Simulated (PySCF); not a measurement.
## Nuclear quadrupole coupling in `C/C(=C/[C@H](F)C(F)=C(F)F)S(=O)(=O)[O-]`

Species: C6H5F4O3S (charge -1).
Z-matrix (Å and degrees, PBE0-D3(BJ)/def2-SVP geometry), rows numbered from 1:
```
C 
C   1  1.4886
C   2  1.3363  1  124.12
C   3  1.4928  2  124.23  1  -177.81
F   4  1.3987  3  109.09  2  -146.30
C   4  1.4885  3  115.37  2    92.43
F   6  1.3410  4  114.34  3  -170.75
C   6  1.3313  4  129.01  3     7.63
F   8  1.3100  6  125.87  4     2.44
F   8  1.3161  6  123.12  4  -176.98
S   2  1.8259  1  115.04  3  -176.94
O  11  1.4751  2  104.16  1    -4.59
O  11  1.4810  2  104.53  1  -125.00
O  11  1.4784  2  103.10  1   115.76
H   1  1.1007  2  109.99  3  -125.26
H   1  1.1016  2  111.72  3    -2.69
H   1  1.1014  2  109.70  3   119.15
H   3  1.0971  2  120.50  1     0.20
H   4  1.1051  3  109.29  2   -28.43
```

Field gradients from the PBE0/pcSseg-1 density (PySCF, non-relativistic), principal values in atomic units, ordered |Vxx| ≤ |Vyy| ≤ |Vzz|:

```
atom      Vxx      Vyy     Vzz
 S11  -0.1485  -0.1867  0.3351
 O12  -0.6060  -0.8522  1.4582
 O13  -0.5952  -0.8723  1.4675
 O14  -0.6211  -0.8293  1.4504
```

Task: Find the asymmetry η = (Vxx − Vyy)/Vzz and the couplings χ = eQV/h (234.96 MHz × Q in barn × V in au), with Q(33S) = −0.0678 b, Q(17O) = −0.0256 b.

Result: 
```
atom         environment  nucleus     η  χzz (MHz)  χxx (MHz)  χyy (MHz)
 S11     sulfonyl sulfur      33S  0.11      -5.34       2.37       2.97
 O12  oxygen bonded to S      17O  0.17      -8.77       3.65       5.13
 O13  oxygen bonded to S      17O  0.19      -8.83       3.58       5.25
 O14  oxygen bonded to S      17O  0.14      -8.72       3.74       4.99
```

Task: What is Vzz at O13 in SI units (1 au = 9.71736 × 10²¹ V/m²)?

Result: 1.4675 au = 14.261 × 10²¹ V/m².

Task: And the gradient at the other heavy atoms, for which no coupling is worked out here?

Result: 
```
atom                      environment  Vzz (au)     η
  C1                   allylic carbon     0.076  0.11
  C2  fully substituted alkene carbon     0.311  0.61
  C3                 alkene CH carbon    -0.166  0.69
  C4                   sp3 C–F carbon     0.550  0.44
  F5                   alkyl fluorine     3.035  0.04
  C6               vinylic C–F carbon     0.460  0.28
  F7                   vinyl fluorine     3.067  0.04
  C8                      =CF2 carbon     0.487  0.37
  F9                   vinyl fluorine     2.957  0.03
 F10                   vinyl fluorine     2.909  0.04
```

Task: What couplings would deuterons (Q(2H) = 0.00286 b) have in place of the hydrogens, at this geometry?

Result: 
| atom | bonded to | bond length (Å) | Vzz (au) | η | χzz (kHz) |
| --- | --- | --- | --- | --- | --- |
| H15 | C1 | 1.101 | 0.2912 | 0.04 | 196 |
| H16 | C1 | 1.102 | 0.2937 | 0.03 | 197 |
| H17 | C1 | 1.101 | 0.2903 | 0.04 | 195 |
| H18 | C3 | 1.097 | 0.3015 | 0.09 | 203 |
| H19 | C4 | 1.105 | 0.2441 | 0.07 | 164 |

One conformer (not necessarily the lowest) at the PBE0-D3(BJ)/def2-SVP geometry, without solvent, vibrations or thermal averaging. The pcSseg-1 basis has no diffuse functions, a weakness for an anion. These gradients aren't converged with respect to the basis.

The run behind these numbers computed NMR shieldings as well. Hardware: 2 threads of an Intel Xeon Platinum 8259CL at 2.50 GHz, shared host with 96 logical CPUs at a one-minute load of 43. Cost: 72 s wall, 2.7 min CPU (with the writing of density and orbital grids), 2.1 GiB resident at most.
